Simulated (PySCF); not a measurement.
**Field gradients at the hydrogen positions**

Species: C7H14FNSi.
Geometry (GFN2-xTB, Å), atoms numbered from 1 in this order:
```xyz
24
C7H14FNSi angstrom
C     -1.5315   -2.6590   -0.1937
C     -1.7939   -1.2654    0.3798
C     -0.5665   -0.3978    0.2775
C     -0.2712    0.0727   -1.0956
N     -0.4463    1.2144   -1.5919
C     -0.9842    2.3019   -0.8319
C      0.2028   -0.1064    1.3272
Si     1.8047    0.8741    1.3267
C      2.7929    0.5830   -0.2930
F      2.8720   -0.7703   -0.5686
H     -2.4080   -3.2889   -0.0597
H     -0.6879   -3.1212    0.3140
H     -1.3070   -2.6049   -1.2558
H     -2.0874   -1.3551    1.4285
H     -2.6179   -0.8000   -0.1686
H      0.1197   -0.6820   -1.7735
H     -0.2491    3.1075   -0.8329
H     -1.8684    2.6650   -1.3587
H     -1.2466    2.0515    0.2023
H     -0.1041   -0.5061    2.2889
H      1.5877    2.3234    1.4253
H      2.6250    0.3990    2.4460
H      2.3300    1.0458   -1.1668
H      3.8235    0.9387   -0.2179
```

Level: PBE0/pcSseg-1 (PySCF, non-relativistic); Q(2H) = 0.00286 b; rigid geometry, the same for H and D, with no vibrational averaging.

Question: Rank these positions by the coupling χzz of a deuteron there, largest first.
A. H20 (vinylic hydrogen)
B. H16 (hydrogen on a C=N carbon)
C. H19 (methyl hydrogen)
D. H22 (Si–H hydrogen)
E. H15 (methylene hydrogen)

Answer: A (216 kHz), B (208 kHz), E (201 kHz), C (195 kHz), D (107 kHz).

Question: What are Vzz, η and χzz (234.96 MHz × Q × Vzz) at all hydrogens?

Answer: 
| atom | bonded to | bond length (Å) | Vzz (au) | η | χzz (kHz) |
| --- | --- | --- | --- | --- | --- |
| H11 | C1 | 1.088 | 0.3154 | 0.02 | 212 |
| H12 | C1 | 1.088 | 0.3122 | 0.02 | 210 |
| H13 | C1 | 1.087 | 0.3149 | 0.03 | 212 |
| H14 | C2 | 1.093 | 0.3011 | 0.03 | 202 |
| H15 | C2 | 1.094 | 0.2992 | 0.02 | 201 |
| H16 | C4 | 1.087 | 0.3101 | 0.05 | 208 |
| H17 | C6 | 1.091 | 0.3065 | 0.05 | 206 |
| H18 | C6 | 1.091 | 0.3054 | 0.04 | 205 |
| H19 | C6 | 1.096 | 0.2895 | 0.06 | 195 |
| H20 | C7 | 1.086 | 0.3219 | 0.06 | 216 |
| H21 | Si8 | 1.469 | 0.1595 | 0.01 | 107 |
| H22 | Si8 | 1.467 | 0.1594 | 0.02 | 107 |
| H23 | C9 | 1.092 | 0.2950 | 0.10 | 198 |
| H24 | C9 | 1.093 | 0.2998 | 0.10 | 201 |

Question: Average by the element that carries the hydrogen.

Answer: on C: 206 kHz over 12 positions, mean bond length 1.090 Å; on Si: 107 kHz over 2 positions, mean bond length 1.468 Å.

Question: How does χzz go with the bond length over the 12 C–H bonds?

Answer: A straight-line fit has a slope of -18.4 kHz for each 0.01 Å, with a correlation coefficient of -0.94, over lengths from 1.086 to 1.096 Å. The longer bonds have the smaller couplings here.

Question: Give the 2H NMR doublet splittings at H11 for a magnetic field along the z, y and x axes of the gradient: 3χ/2, 3χ(1 + η)/4, 3χ(1 − η)/4.

Answer: With |χ| = 211.9 kHz and η = 0.021: 318, 162 and 156 kHz, to first order and without motion.

The structure is a single GFN2-xTB conformer in the gas phase; no vibrational or solvent corrections. GFN2-xTB bond lengths can be off by several hundredths of an ångström, more for odd bonds, and the gradients follow them. The basis is small and wasn't made for field gradients, so the couplings can be 20 % off.
